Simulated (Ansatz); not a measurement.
Reactions of BFGeH$_{6}$OSi (`[BH2][GeH2][O][SiH2]F`).

Program: Ansatz. Geometries: PBE0-D4/def2-TZVP. ΔE: electronic, gas phase. CCSD(T)/CBS is the MP2 limit (def2-TZVPP, def2-QZVPP) plus CCSD(T) − MP2 in def2-TZVPP, frozen cores. This one scheme is used for every species. Double bonds are as drawn, so ΔE can hold a change between cis and trans. Functionals use def2-TZVPP. For Br, Ge outer-core shells are correlated without core-valence functions, which leaves a few kJ/mol of doubt a bond. Scalar relativity is left out up to krypton. Each species was taken in one conformer, which may not be the lowest.

```
                                                                                reaction  CCSD(T)/CBS(def2) (kJ/mol)
`[BH2][GeH2][O][SiH2]F` + `[SiH3]N[SiH3]` → `F[SiH2]N([SiH3])[SiH3]` + `[BH2][GeH2][OH]`                           ?
               `[BH2][GeH2][O][SiH2]F` + `C/N=C/Cl` → `F[SiH2][O][GeH2][Cl]` + `B/C=N/C`                        -143
             `[BH2][GeH2][O][SiH2]F` + `OC[SiH2]Br` → `BOC[SiH2]Br` + `F[SiH2][O][GeH3]`                        -160
           `[BH2][GeH2][O][SiH2]F` + `[CH3][GeH3]` → `B[CH2][GeH3]` + `F[SiH2][O][GeH3]`                         -35
             `[BH2][GeH2][O][SiH2]F` + `[SiH3]P` → `[BH2][GeH2][PH2]` + `F[SiH2]O[SiH3]`                         -75
```

(1) Fill in the missing values. (Best estimate.)

Largest T1 diagnostic: 0.013, for `[SiH3]P`.

Answers

(1) The calculation gave: `[BH2][GeH2][O][SiH2]F` + `[SiH3]N[SiH3]` → `F[SiH2]N([SiH3])[SiH3]` + `[BH2][GeH2][OH]`: +47.1 kJ/mol.
